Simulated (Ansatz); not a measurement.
`OB(S)O[SiH3]` and `[OH][Ga]([SH])[O][SiH3]` differ in one element.

Ansatz, PBE0-D4/def2-TZVP geometries, multiplicity 1. Each molecule was computed in one conformer, which needn't be the lowest.

Scalar relativity is left out up to krypton.

| property | `OB(S)O[SiH3]` |
| --- | --- |
| size of the dipole moment (ωB97M-V/def2-TZVPP) / D | 0.84 |
| HOMO energy (PBE/def2-TZVPP) / eV | -6.45 |
| HOMO energy (B3LYP/def2-TZVPP) / eV | -7.47 |
| LUMO energy (ωB97M-V/def2-TZVPP) / eV | 1.52 |
| HOMO–LUMO gap (PBE/def2-TZVPP) / eV | 5.44 |
| ideal-gas entropy at 298 K and 1 bar (rigid rotor, harmonic PBE0-D4/def2-TZVP) / J/(mol·K) | 366 |

Question: What does the change do to each property? (Best estimate.)

Answer: Computed: 
```csv
property,`[OH][Ga]([SH])[O][SiH3]`,shift
size of the dipole moment (ωB97M-V/def2-TZVPP) / D,1.06,0.22
HOMO energy (PBE/def2-TZVPP) / eV,-6.74,-0.29
HOMO energy (B3LYP/def2-TZVPP) / eV,-7.74,-0.27
LUMO energy (ωB97M-V/def2-TZVPP) / eV,0.67,-0.85
HOMO–LUMO gap (PBE/def2-TZVPP) / eV,4.71,-0.73
"ideal-gas entropy at 298 K and 1 bar (rigid rotor, harmonic PBE0-D4/def2-TZVP) / J/(mol·K)",407,41
```

With PBE0 the HOMO falls by 0.27 eV and the LUMO falls by 0.97 eV, so the gap narrows by about 0.70 eV. PBE moves the HOMO by -0.29 eV and ωB97M-V by -0.26 eV. Dipoles are sizes alone; their direction can turn. Modes under 60 cm⁻¹, often nearly free rotors, make the harmonic entropy too high.

Positive LUMOs are unbound, so they and the gaps depend on the basis.

B3LYP here is the variant with VWN-RPA as its local correlation; programs differ in this.
